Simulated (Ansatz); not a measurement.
```yaml
crystal:
  periodic: [false, false, false]
  atoms:
    - {symbol: N, position_ang: [0.301504, 0.243663, -1.718986]}
    - {symbol: In, position_ang: [0.862355, 2.242835, -1.503303]}
    - {symbol: Si, position_ang: [-0.282350, -0.387356, 1.387030]}
    - {symbol: H, position_ang: [0.951402, -0.526626, -1.811133]}
    - {symbol: H, position_ang: [-0.602962, -0.064235, -2.052575]}
    - {symbol: H, position_ang: [0.825942, 0.602133, 1.399913]}
    - {symbol: H, position_ang: [0.115707, -1.618517, 0.665711]}
    - {symbol: H, position_ang: [-1.510120, 0.212241, 0.811295]}
    - {symbol: H, position_ang: [-0.572978, -0.750440, 2.804947]}
basis:
  gaussian: {orbitals: def2-mTZVP}
hamiltonian: {xc: {name: HF}}
correlation: {method: mp2, frozen_orbitals: {N: 0}}
scf: {lower_state_search: light}
output: {forces: true}
```

```sh
$ ansatz run in.yaml --threads 2 --pin off --events-out ev --progress --plain --max-ram 4352MiB
```

Output, abridged:

```
Functional definition: HF
Error: "frozen_orbitals" has no count for In
```

Question: What is wrong with this run?

Answer: Frozen orbitals are typed for one element alone, and the program wants a count for each. The input was rejected before any iteration.
